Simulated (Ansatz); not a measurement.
Breaking the Zn1–H2 bond in GeH4Zn (SMILES [ZnH][GeH3]) (multiplicity 1 held, fragments rigid). Energies count from the point at 1.556 Å.
Geometry at that point (charge 0, multiplicity 1):
```xyz
6

Zn    -0.7925    -0.1904    -0.9931
H     -1.7524    -0.4211    -2.1959
Ge     0.6980     0.1677     0.8747
H      1.7617    -0.9450     1.0057
H      1.4762     1.4979     0.7651
H     -0.0473     0.2138     2.2271
```

Restricted levels (R-, RO-) in cc, def2 and unpolarised 6-31G sets keep to the state of the molecule at rest. U- levels take the lowest unrestricted solution at each point, which mixes spins at long bonds. Active spaces are followed from a long bond inwards. Curves can end on different states.

Correlated levels freeze the cores. Filled d and f shells under p-block atoms count as core.

Programs: Ansatz (Gaussian basis) for Hartree–Fock, density functionals and correlated methods. Values without a source in brackets are computed.

Energies in kJ/mol.

| R (Å) | R-HF/def2-TZVPP | R-PBE/def2-TZVPP | U-CCSD/def2-TZVPP | FIC-MRCISD on CASSCF(2,2)/def2-TZVPP | FIC-MRCISD+Q on CASSCF(2,2)/def2-TZVPP |
|---|---|---|---|---|---|
| 1.245 | 112 | 91 | 90 | 94 | 90 |
| 1.401 | 25 | 17 | 16 | 18 | 16 |
| 1.556 | 0 | 0 | 0 | 0 | 0 |
| 1.712 | 8 | 12 | 14 | 12 | 14 |
| 1.867 | 33 | 38 | 42 | 39 | 42 |
| 2.101 | 87 | 88 | 96 | 89 | 94 |
| 2.334 | 146 | 140 | 151 | 141 | 147 |
| 2.723 | 241 | 217 | 233 | 215 | 222 |
| 3.112 | 323 | 277 | 287 | 266 | 274 |
| 3.579 | 403 | 329 | 314 | 299 | 307 |
| 4.202 | 484 | 371 | 322 | 315 | 323 |
| 4.980 | 554 | 399 | 323 | 320 | 328 |

Doubts at one or more of the structures used: a restricted determinant that unrestricted orbitals would lower (R-HF/def2-TZVPP, R-PBE/def2-TZVPP); a spin-contaminated determinant (U-CCSD/def2-TZVPP); T1 above 0.05 (U-CCSD/def2-TZVPP).

Ansatz is an electronic-structure program.
